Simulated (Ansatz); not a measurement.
One arrangement of a pair

The pair of K⁺ (SMILES [K+], atom 1) and F⁻ (SMILES [F-], atom 2), both closed shells, in one local arrangement (a lower one may exist), relaxed at PBE0-D4/def2-TZVP:

```
2
angstrom
K 0.0000 0.0000 -1.0942
F -0.0000 -0.0000 1.0942
```

Computed with Ansatz 0.2.0 (basis: def2-TZVPPD, with def2-QZVPPD for the basis limit); correlated methods freeze the cores. The outer core shell of Li, Na, Mg and K is correlated. The def2 sets are not built for correlating such inner shells, so the correlated values are less sure here. B3LYP uses VWN-RPA correlation. Extrapolation: Hartree–Fock as exp(−7.88 √X), correlation as X^−2.97. Interaction energies count from these two fragments, frozen as in the pair, with the counterpoise correction; negative means bound.

(1) What is the interaction energy by CCSD(T) at an estimated basis limit (MP2 extrapolated from triple and quadruple zeta, plus CCSD(T) − MP2 in triple zeta)? (An estimate is asked for; the value comes from the calculation.)

(2) Which atoms make the shortest contact between the fragments?

The T1 diagnostic stays at or below 0.028.

## Answers

(1) Computed: -138.04 kcal/mol. Hartree–Fock alone gives -135.95 kcal/mol at the basis limit. It counts from the two fragments frozen as in the pair.

The same quantity by other methods in triple zeta, and each one's difference from that estimate:
| method | E_int (kcal/mol) | difference |
| --- | --- | --- |
| PBE-D4 | -135.94 | 2.10 |
| revPBE-D4 | -133.33 | 4.72 |
| BLYP-D4 | -134.42 | 3.62 |
| r2SCAN-D4 | -136.92 | 1.12 |
| B97M-V | -136.26 | 1.78 |
| PBE0-D4 | -137.13 | 0.91 |
| B3LYP-D4 | -136.14 | 1.90 |
| HSE06-D4 | -137.16 | 0.88 |
| wB97X-V | -135.81 | 2.24 |
| wB97M-V | -136.06 | 1.98 |
| B2PLYP | -134.91 | 3.14 |
| HF | -134.44 | 3.61 |
| MP2 | -133.14 | 4.90 |
| CCSD | -133.98 | 4.06 |
| CCSD(T) | -133.57 | 4.47 |
Differences are method less estimate.

(2) K1 and F2, 2.19 Å apart.

Basis-set superposition shift (counterpoise-corrected less uncorrected): CCSD(T) 1.06; MP2 0.96; HF 0.08; PBE0-D4 0.21; wB97M-V 0.17 kcal/mol.

For scale, one of the runs: CCSD(T)/def2-TZVPPD, 76 basis functions, launched by `ansatz run in.yaml --threads 2 --pin off --events-out ev --progress --plain --max-ram 5222MiB`. The run took about 0.75 s on 2 CPU threads of an Arm Neoverse V2 (shared host).
